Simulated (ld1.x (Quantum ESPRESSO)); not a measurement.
Dy (Z = 66): excitation energies, all-electron against PAW

- Element: Dy
- Generator: ld1.x (Quantum ESPRESSO) 7.5
- Type: PAW
- Functional: PBE
- Relativity: scalar-relativistic
- Frozen core: [Kr] 4d10
- Valence charge: 20
- Reference configuration: 4f10 5s2 5p6 5d0 6s1 6p0 (charge +1)
- Partial waves: 5s (bound): rcut 1.65, rcutus 1.70 bohr; 6s (bound): rcut 1.65, rcutus 1.70 bohr; 5p (bound): rcut 2.00, rcutus 2.20 bohr; 6p (bound, empty): rcut 2.00, rcutus 2.20 bohr; 5d (bound, empty): rcut 1.90, rcutus 2.05 bohr; 5d channel at 2.8 Ry: rcut 1.90, rcutus 2.05 bohr; 4f (bound): rcut 1.05, rcutus 1.25 bohr; 4f channel at -0.35 Ry: rcut 1.05, rcutus 1.25 bohr
- Local potential: all-electron potential smoothed inside 1.20 bohr (lloc = -2)
- Core correction: Bessel-smoothed model core inside 1.05 bohr
- Augmentation charge: PSQ, inside the norm-conserving radii

Energies are relative to the spin-unpolarised reference configuration 4f10 5s2 5p6 5d0 6s1 6p0; without spin polarisation the order of configurations can differ from experiment.

Question: Give the all-electron excitation energy and the error of the potential for: 4f10 5s2 5p6 5d0 6s2 6p0; 4f10 5s2 5p6 5d0 6s0 6p0; 4f9 5s2 5p6 5d0 6s0 6p0; 4f9 5s2 5p6 5d0 6s2 6p0; 4f10 5s2 5p6 5d1 6s1 6p0; 4f10 5s2 5p6 5d0 6s1.5 6p0; 4f10 5s1 5p6 5d0 6s2 6p0.

Answer:

```csv
valence configuration,charge,ΔE all-electron (eV),error AE − PS (meV)
4f10 5s2 5p6 5d0 6s2 6p0,0,-6.236,+2.9
4f10 5s2 5p6 5d0 6s0 6p0,+2,11.667,-4.5
4f9 5s2 5p6 5d0 6s0 6p0,+3,37.327,-3.5
4f9 5s2 5p6 5d0 6s2 6p0,+1,3.983,+8.7
4f10 5s2 5p6 5d1 6s1 6p0,0,-3.604,+1.0
4f10 5s2 5p6 5d0 6s1.5 6p0,+0.5,-3.755,+1.7
4f10 5s1 5p6 5d0 6s2 6p0,+1,48.518,-27
```
